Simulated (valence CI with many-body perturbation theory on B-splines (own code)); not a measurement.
## Sensitivity of CI+MBPT for Cd IX

Computed by relativistic CI+MBPT: four valence electrons over a frozen Dirac-Fock core [Kr], a basis of 6 s, 6 p, 5 d, 5 f, 1 g functions for each j, with the one-electron correlation potential Σ1 (screened to all orders), the two-electron term Σ2, the three-electron term Σ3, Breit, model QED; selected single and double excitations, second order for the rest, scaled by the run's own slope (own B-spline code, finite nucleus).

No measured spectrum was set against this ion. As an estimate, terms of the open shell hold to 2 to 4 % of their energy, and close levels can change places; different configurations can be misplaced against each other by 1,000 to 8,000 cm⁻¹. Only levels of the ground parity were solved; by the run's estimate the other parity begins above the list, which can be wrong where configurations are misplaced.

The reference run has the lowest level 4d4 5D_0 and an ionisation energy of 151.244 eV. Its largest variational space holds 9950 state functions.

Names give the largest LS component (configuration and term), which can be under half, so a name can repeat, a term be missing and a line seem to break the LS rules; names also repeat where a configuration has a term twice.

Changed runs:
A. QED terms on → off
B. box radius (bohr) 12.734 → 8.62
C. scale of Σ1 1 → 0
D. correlating orbitals by l 3 3 3 3 1 → 2 2 1 1 0; natural orbitals for correlation on → off (bad on purpose)

Excitation energies of the reference run in cm⁻¹, and shifts in cm⁻¹:

| Level | Reference | A | B | C | D |
| --- | --- | --- | --- | --- | --- |
| 4d4 5D_1 | 1721 | -10 | 0 | -99 | -80 |
| 4d4 5D_2 | 4040 | -19 | 0 | -198 | -121 |
| 4d4 5D_3 | 6531 | -26 | 0 | -278 | -114 |
| 4d4 5D_4 | 9057 | -32 | 0 | -338 | -64 |
| 4d4 3P_0 | 23761 | -4.3 | +0.6 | -105 | +1478 |
| 4d4 3H_4 | 24753 | -9.4 | +0.3 | -188 | +1256 |
| 4d4 3H_5 | 28267 | -24 | +0.2 | -346 | +1195 |
| 4d4 3G_3 | 29426 | -16 | +0.4 | -256 | +1408 |
| 4d4 3P_1 | 29897 | -23 | +0.6 | -309 | +1536 |
| 4d4 3H_6 | 30474 | -29 | +0.2 | -407 | +1230 |
| 4d4 3F_2 | 31006 | -20 | +0.5 | -291 | +1530 |
| 4d4 3F_4 | 32707 | -33 | +0.3 | -436 | +1317 |
| Ionisation energy (eV) | 151.244 | -0.010 | +0.00043 | -1.822 | -0.008 |
